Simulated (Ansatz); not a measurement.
Start from `Cl[SiH2][SiH2][GeH3]` and change one atom or group to get `NC[SiH2][SiH2]Cl`.

Ansatz, PBE0-D4/def2-TZVP geometries, multiplicity 1. Each molecule was computed in one conformer, which needn't be the lowest.

Scalar relativity is left out up to krypton.

| property | `Cl[SiH2][SiH2][GeH3]` |
| --- | --- |
| HOMO energy (ωB97M-V/def2-TZVPP) / eV | -9.97 |
| LUMO energy (B3LYP/def2-TZVPP) / eV | -0.85 |
| HOMO energy (PBE0/def2-TZVPP) / eV | -7.99 |
| HOMO–LUMO gap (PBE0/def2-TZVPP) / eV | 7.30 |
| LUMO energy (PBE0/def2-TZVPP) / eV | -0.69 |
| HOMO energy (B3LYP/def2-TZVPP) / eV | -7.78 |

Give the same properties after the change, and the shifts. (Estimate.)

The calculation gave: 
```tsv
property	`NC[SiH2][SiH2]Cl`	shift
HOMO energy (ωB97M-V/def2-TZVPP) / eV	-9.43	0.54
LUMO energy (B3LYP/def2-TZVPP) / eV	-0.62	0.23
HOMO energy (PBE0/def2-TZVPP) / eV	-7.07	0.92
HOMO–LUMO gap (PBE0/def2-TZVPP) / eV	6.61	-0.69
LUMO energy (PBE0/def2-TZVPP) / eV	-0.45	0.24
HOMO energy (B3LYP/def2-TZVPP) / eV	-6.83	0.95
```

With PBE0 the HOMO rises by 0.92 eV and the LUMO rises by 0.24 eV, so the gap narrows by about 0.68 eV. PBE moves the HOMO by 1.28 eV and ωB97M-V by 0.54 eV.

B3LYP here is the variant with VWN-RPA as its local correlation; programs differ in this.
